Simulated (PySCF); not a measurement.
PySCF job for C4H9N, SMILES CC/N=C/C, PBE-D3(BJ)/def2-SVP. Geometry: PBE-D3(BJ)/def2-SVP. The structure was generated by enumeration; whether it is a known compound was not checked. One conformer was computed; it need not be the lowest.

```python
import numpy as np
from pyscf import gto, scf, dft, df
from pyscf.hessian import thermo

mol = gto.M(
    atom='''
    C     2.36584256   -0.67602631   -0.08091344
    C     1.13299638    0.16194401    0.06665588
    N    -0.01439484   -0.33962588    0.31704379
    C    -1.15017736    0.55371465    0.43165903
    C    -2.23185161    0.19307565   -0.58847864
    H     2.11921516   -1.74649539    0.04864030
    H     3.13252260   -0.38130791    0.66744629
    H     2.82830544   -0.52158958   -1.07930461
    H     1.26890925    1.27133169   -0.05228156
    H    -0.86020210    1.63150691    0.32330039
    H    -1.56885077    0.43403762    1.45632000
    H    -2.52053030   -0.87205783   -0.48729389
    H    -3.13511721    0.81948744   -0.44611659
    H    -1.86434801    0.34622004   -1.62355397
    ''',
    basis='def2-SVP',
    charge=0,
    spin=0,
    max_memory=1600,
    verbose=3,
)
mf = dft.RKS(mol, xc='pbe').density_fit(auxbasis='def2-universal-jkfit')
mf.disp = 'd3bj'
mf.grids.level = 3
mf.conv_tol = 1e-11
mf.max_cycle = 100
mf.kernel()

# analytic Hessian; the response equations are solved on a coarser grid
h, args, fine = mf.Hessian(), (mf.mo_energy, mf.mo_coeff, mf.mo_occ), mf.grids
h.max_memory = max(150, 2.5e-5 * df.make_auxmol(mol, mf.with_df.auxbasis).nao * mol.nelec[0] * (mol.nelec[0] + mol.nao))  # MB; small integral blocks
h1ao = h.make_h1(mf.mo_coeff, mf.mo_occ)
mf.grids = dft.Grids(mol).set(level=1).build(with_non0tab=True)
mo1, mo_e1 = h.solve_mo1(*args, h1ao)
mf.grids = fine
hess = h.hess_elec(*args, mo1, mo_e1, h1ao) + h.hess_nuc()
if mf.do_disp():
    hess += h.get_dispersion()
for i in range(mol.natm):  # the analytic DFT Hessian lacks the response of the grid: restore translational invariance
    hess[i, i] -= hess[i].sum(axis=0)
hess = (hess + hess.transpose(1, 0, 3, 2)) / 2
vib = thermo.harmonic_analysis(mol, hess, imaginary_freq=False)
thermo.dump_normal_mode(mol, vib)
th = thermo.thermo(mf, vib['freq_au'][vib['freq_au'] > 0], 298.15, 101325)
thermo.dump_thermo(mol, th)
g0 = mf.nuc_grad_method().set(verbose=0).kernel()

# dipole derivatives [dipole axis, atom, xyz] from the same response
r, irp = mol.intor('int1e_r'), mol.intor('int1e_irp').reshape(3, 3, mol.nao, mol.nao)
sl, dm0, ok = mol.aoslice_by_atom(), np.array(mf.make_rdm1()), []
dmu = np.einsum('a,xt->xat', mol.atom_charges(), np.eye(3))
for a, (_, _, p0, p1) in enumerate(sl):
    dmu[:, a] += 2 * np.einsum('xtij,ij->xt', irp[:, :, :, p0:p1], dm0.reshape(-1, mol.nao, mol.nao).sum(0)[:, p0:p1])
    for u, c, occ, f in [(mo1, mf.mo_coeff, mf.mo_occ, 4)]:
        dmu[:, a] -= f * np.einsum('tui,xuv,vi->xt', u[a], r, c[:, occ > 0], optimize=True)
L = vib['norm_mode']
ir = 974.8801 * (np.einsum('xat,kat->kx', dmu, L) ** 2).sum(1)       # km/mol
apt = np.einsum('xax->a', dmu) / 3
print('mode   freq/cm-1   IR/(km/mol)')
for k, w in enumerate(vib['freq_wavenumber']):
    print(f'{k + 1:4d} {w:11.2f} {ir[k]:13.3f}')
print('max |gradient| / (hartree/bohr):', abs(g0).max())
print('APT charges:', apt.round(4))
```

Output:

```
converged SCF energy = -212.142199162077

WARN: DFTD3 does not support analytical Hessian, using finite difference


WARN: Mole.unit (angstrom) is changed to Bohr

Mode                                 0                   1                   2
Irrep
Freq [cm^-1]                       92.1562            177.9412            208.6056
Reduced mass [au]                   2.1395              1.4447              1.8652
Force const [Dyne/A]                0.0107              0.0270              0.0478
Char temp [K]                     132.5923            256.0178            300.1369
Normal mode                   x     y     z       x     y     z       x     y     z
       0   C                -0.03  0.01 -0.06   -0.05 -0.03 -0.06   -0.03 -0.04 -0.05
       1   C                -0.04 -0.00 -0.03   -0.00  0.02  0.02    0.05  0.04  0.15
       2   N                -0.01 -0.00  0.13   -0.00  0.05  0.07    0.00  0.05 -0.04
       3   C                -0.02 -0.02  0.06   -0.01  0.04  0.02   -0.01  0.03 -0.02
       4   C                 0.10  0.01 -0.08    0.06 -0.07 -0.02    0.00 -0.05 -0.01
       5   H                 0.02  0.03  0.18   -0.17 -0.05 -0.47   -0.09 -0.02  0.08
       6   H                 0.08  0.18 -0.24   -0.16 -0.38  0.19    0.20 -0.04 -0.30
       7   H                -0.20 -0.17 -0.16    0.15  0.29  0.08   -0.31 -0.17 -0.20
       8   H                -0.08 -0.02 -0.18    0.03  0.02  0.01    0.13  0.06  0.36
       9   H                -0.02 -0.01  0.12   -0.03  0.04 -0.03   -0.05  0.04 -0.03
      10   H                -0.13 -0.06  0.01   -0.05  0.08  0.01   -0.00  0.01 -0.02
      11   H                 0.11  0.00 -0.17    0.09 -0.07  0.05    0.08 -0.07  0.01
      12   H                 0.07 -0.02 -0.15    0.03 -0.08 -0.15   -0.04 -0.12 -0.02
      13   H                 0.22  0.08 -0.03    0.14 -0.15 -0.01   -0.02 -0.05 -0.02
Mode                                 3                   4                   5
Irrep
[...]
      11   H                -0.05  0.03 -0.14   -0.36  0.10 -0.28   -0.16  0.04 -0.06
      12   H                -0.13 -0.12 -0.15   -0.19 -0.28 -0.32   -0.05 -0.10 -0.11
      13   H                -0.11 -0.13 -0.05   -0.37 -0.09 -0.11   -0.12  0.04 -0.02
Mode                                21                  22                  23
Irrep
Freq [cm^-1]                     1390.0460           1398.6594           1407.6919
Reduced mass [au]                   1.0612              1.0439              1.0428
Force const [Dyne/A]                1.2081              1.2032              1.2176
Char temp [K]                    1999.9667           2012.3594           2025.3553
Normal mode                   x     y     z       x     y     z       x     y     z
       0   C                -0.00 -0.05  0.00    0.01  0.00  0.05   -0.00 -0.00 -0.00
       1   C                -0.00  0.01 -0.00    0.00  0.00  0.02   -0.00  0.00  0.00
       2   N                -0.04 -0.01  0.01   -0.00  0.00 -0.00    0.00  0.00  0.00
       3   C                 0.02 -0.00  0.00   -0.00  0.00  0.00    0.01  0.03  0.01
       4   C                -0.00  0.00 -0.00    0.00 -0.00 -0.00    0.01  0.01 -0.04
       5   H                -0.43  0.07  0.07   -0.12 -0.06 -0.69    0.01 -0.00  0.02
       6   H                 0.30  0.29 -0.43   -0.06  0.47 -0.08   -0.00 -0.01  0.01
       7   H                 0.42  0.35  0.25    0.06 -0.47 -0.01   -0.01  0.01 -0.00
       8   H                 0.13 -0.01 -0.02   -0.01 -0.01 -0.06   -0.01  0.00  0.00
       9   H                -0.04  0.01 -0.02    0.01 -0.00 -0.02    0.12 -0.02 -0.19
      10   H                 0.02 -0.03  0.00   -0.00 -0.03 -0.00   -0.07 -0.26 -0.07
      11   H                 0.00 -0.00 -0.02   -0.01  0.00  0.01   -0.46  0.15  0.16
      12   H                -0.00 -0.01  0.02   -0.00 -0.01 -0.00   -0.24 -0.44  0.35
      13   H                 0.00 -0.04 -0.01    0.00  0.02  0.00    0.43  0.01  0.13
Mode                                24                  25                  26
Irrep
Freq [cm^-1]                     1411.5225           1433.6808           1727.5308
Reduced mass [au]                   1.0584              1.0823              8.7500
Force const [Dyne/A]                1.2424              1.3107             15.3854
Char temp [K]                    2030.8666           2062.7474           2485.5322
Normal mode                   x     y     z       x     y     z       x     y     z
       0   C                -0.00 -0.00 -0.00   -0.00  0.00  0.00   -0.02  0.00  0.00
       1   C                -0.00 -0.00  0.00    0.01 -0.00 -0.00    0.20  0.05 -0.04
       2   N                 0.00  0.01  0.00    0.01  0.00 -0.00   -0.16 -0.04  0.03
       3   C                -0.01  0.03  0.05   -0.04  0.05  0.03    0.01 -0.01 -0.00
       4   C                 0.01 -0.03  0.01   -0.01  0.03  0.02    0.01 -0.00  0.00
       5   H                -0.00  0.00  0.03    0.02 -0.01 -0.00    0.07 -0.01 -0.01
       6   H                 0.01 -0.01 -0.01   -0.01 -0.01  0.00   -0.05  0.01  0.03
       7   H                 0.01  0.03  0.01   -0.01 -0.01 -0.00   -0.06  0.01 -0.01
       8   H                -0.02  0.00  0.00   -0.05  0.01  0.00   -0.11  0.10  0.01
       9   H                 0.20 -0.10 -0.50    0.22 -0.06 -0.26    0.01 -0.00 -0.01
      10   H                -0.07 -0.51 -0.05    0.02 -0.33 -0.00    0.05 -0.04  0.02
      11   H                 0.08 -0.01  0.25    0.18 -0.08 -0.49   -0.01  0.00 -0.00
      12   H                 0.05  0.13 -0.32    0.11  0.13  0.27    0.00 -0.00 -0.00
      13   H                -0.21  0.37 -0.01    0.01 -0.54 -0.07   -0.01  0.00 -0.01
Mode                                27                  28                  29
Irrep
Freq [cm^-1]                     2861.7605           2867.6140           2963.3908
Reduced mass [au]                   1.0836              1.0700              1.0383
Force const [Dyne/A]                5.2288              5.1841              5.3720
Char temp [K]                    4117.4362           4125.8581           4263.6596
Normal mode                   x     y     z       x     y     z       x     y     z
       0   C                -0.00 -0.00  0.00    0.00  0.00 -0.00    0.05 -0.01 -0.01
       1   C                 0.01  0.07 -0.01   -0.00 -0.03  0.00   -0.00  0.00 -0.00
       2   N                -0.00  0.00  0.00    0.00 -0.00  0.00   -0.00 -0.00  0.00
       3   C                -0.01 -0.03 -0.00   -0.01 -0.07 -0.01   -0.00 -0.00  0.00
       4   C                 0.00  0.00  0.00   -0.00  0.00 -0.00    0.00  0.00  0.00
       5   H                 0.00  0.01 -0.00   -0.00  0.00  0.00    0.10  0.41 -0.05
       6   H                 0.02  0.01  0.03   -0.01 -0.01 -0.01   -0.42 -0.17 -0.43
       7   H                 0.01  0.01 -0.03   -0.00 -0.00  0.02   -0.25 -0.09  0.56
       8   H                -0.10 -0.88  0.09    0.05  0.33 -0.04   -0.00 -0.04  0.00
       9   H                 0.10  0.31 -0.04    0.23  0.84 -0.10   -0.00 -0.00  0.00
      10   H                -0.04 -0.02  0.08   -0.08 -0.04  0.19    0.01  0.00 -0.02
      11   H                -0.00 -0.01  0.00   -0.00 -0.02  0.00   -0.00 -0.01  0.00
      12   H                 0.00 -0.00 -0.00    0.02 -0.01 -0.01   -0.01  0.01  0.00
      13   H                -0.00  0.00  0.00   -0.01 -0.00  0.01    0.00  0.00 -0.01
Mode                                30                  31                  32
Irrep
Freq [cm^-1]                     2974.4903           2976.7642           3035.7760
Reduced mass [au]                   1.0535              1.0739              1.1002
Force const [Dyne/A]                5.4915              5.6068              5.9742
Char temp [K]                    4279.6293           4282.9009           4367.8057
Normal mode                   x     y     z       x     y     z       x     y     z
       0   C                -0.00  0.00 -0.00   -0.00  0.00  0.00    0.01  0.01  0.09
       1   C                -0.00 -0.00  0.00    0.00  0.00 -0.00    0.00  0.00  0.00
       2   N                 0.00  0.00 -0.00   -0.00 -0.00 -0.00    0.00  0.00  0.00
       3   C                 0.02  0.01 -0.04   -0.03 -0.02  0.06    0.00  0.00 -0.00
       4   C                 0.02  0.01  0.03    0.02  0.01  0.01    0.00 -0.00 -0.00
       5   H                -0.00 -0.00  0.00   -0.00 -0.01  0.00    0.00 -0.01  0.01
       6   H                 0.00  0.00  0.00    0.01  0.00  0.01   -0.47 -0.18 -0.44
       7   H                 0.00  0.00 -0.00    0.01  0.00 -0.02    0.29  0.10 -0.60
       8   H                -0.00  0.01 -0.00    0.00 -0.00  0.00   -0.00  0.00 -0.00
       9   H                -0.03 -0.10  0.01    0.05  0.16 -0.01   -0.00 -0.00 -0.00
      10   H                -0.19 -0.06  0.48    0.29  0.09 -0.71   -0.00 -0.00  0.00
      11   H                -0.11 -0.40  0.05   -0.08 -0.33  0.04    0.00  0.00 -0.00
      12   H                -0.36  0.25  0.06   -0.27  0.20  0.05   -0.00  0.00  0.00
      13   H                 0.19  0.08 -0.50    0.09  0.04 -0.25   -0.00 -0.00  0.00
Mode                                33                  34                  35
Irrep
Freq [cm^-1]                     3066.5557           3075.1556           3093.7507
Reduced mass [au]                   1.1038              1.1039              1.1037
Force const [Dyne/A]                6.1154              6.1506              6.2242
Char temp [K]                    4412.0908           4424.4642           4451.2184
Normal mode                   x     y     z       x     y     z       x     y     z
       0   C                -0.00 -0.00 -0.00    0.00  0.00  0.00   -0.04 -0.08  0.01
       1   C                -0.00 -0.00  0.00    0.00 -0.00 -0.00   -0.00 -0.00  0.00
       2   N                -0.00  0.00  0.00    0.00 -0.00 -0.00    0.00  0.00 -0.00
       3   C                 0.00  0.00 -0.01    0.00  0.00 -0.00    0.00  0.00  0.00
       4   C                 0.06  0.02 -0.06   -0.03  0.08 -0.00   -0.00  0.00 -0.00
       5   H                 0.00  0.00 -0.00   -0.00 -0.00  0.00    0.19  0.83 -0.10
       6   H                 0.00  0.00  0.00   -0.00 -0.00 -0.00    0.19  0.07  0.20
       7   H                -0.00 -0.00  0.00    0.00  0.00 -0.00    0.11  0.03 -0.26
       8   H                -0.00  0.00 -0.00   -0.00 -0.00  0.00    0.00  0.03 -0.00
       9   H                -0.01 -0.03  0.00   -0.01 -0.03  0.00   -0.00 -0.00  0.00
      10   H                -0.03 -0.01  0.09   -0.00 -0.00  0.01    0.00 -0.00 -0.00
      11   H                -0.08 -0.35  0.02   -0.19 -0.68  0.07   -0.00 -0.00  0.00
      12   H                -0.37  0.27  0.05    0.51 -0.35 -0.09    0.00 -0.00 -0.00
      13   H                -0.25 -0.11  0.69   -0.02  0.01  0.04   -0.00 -0.00  0.00
temperature 298.1500 [K]
pressure 101325.00 [Pa]
Rotational constants [GHz] 17.99861 2.25794 2.18697
Symmetry number 1
Zero-point energy (ZPE) 0.12081 [Eh]   317184.599 [J/mol]
                           tot       elec      trans        rot        vib
Entropy [J/mol/K]       328.115      0.000    161.930    107.508     58.677
Cv [J/mol/K]             94.990      0.000     12.472     12.472     70.046
Cp [J/mol/K]            103.304      0.000     20.786     12.472     70.046
Internal energy [J/mol]                      3718.434   3718.434 327164.022
Internal energy [Eh]   -212.01476  -212.14220
Enthalpy [J/mol]                             6197.391   3718.434 327164.022
Enthalpy [Eh]          -212.01381
Gibbs free energy [J/mol]                  -42082.108 -28334.953 309669.444
Gibbs free energy [Eh] -212.05107
mode   freq/cm-1   IR/(km/mol)
   1       92.16         4.841
   2      177.94         0.124
   3      208.61         0.398
   4      215.55         0.400
   5      320.79         4.196
   6      437.94         8.960
   7      513.96         2.336
   8      788.95         1.759
   9      841.65         4.854
  10      850.97         4.388
  11      935.14         7.111
  12     1038.67         0.408
  13     1055.51         4.558
  14     1087.85         7.864
  15     1092.78         4.989
  16     1144.28        16.718
  17     1235.78         0.118
  18     1300.20         8.920
  19     1312.48        16.063
  20     1337.42        12.927
  21     1356.11        12.820
  22     1390.05        16.631
  23     1398.66         9.273
  24     1407.69        11.160
  25     1411.52         3.262
  26     1433.68         3.524
  27     1727.53        78.687
  28     2861.76        34.296
  29     2867.61       121.323
  30     2963.39        12.067
  31     2974.49        17.563
  32     2976.76        24.540
  33     3035.78         7.804
  34     3066.56        21.403
  35     3075.16        16.470
  36     3093.75         6.068
max |gradient| / (hartree/bohr): 6.332160636312493e-05
APT charges: [-0.078   0.4358 -0.5451  0.3624  0.0371  0.0213  0.0037  0.0041 -0.0667
 -0.1002 -0.0446  0.0042 -0.0194 -0.0145]
```

The calculation finished and met its thresholds.

Cost: roughly 3 core-minutes.
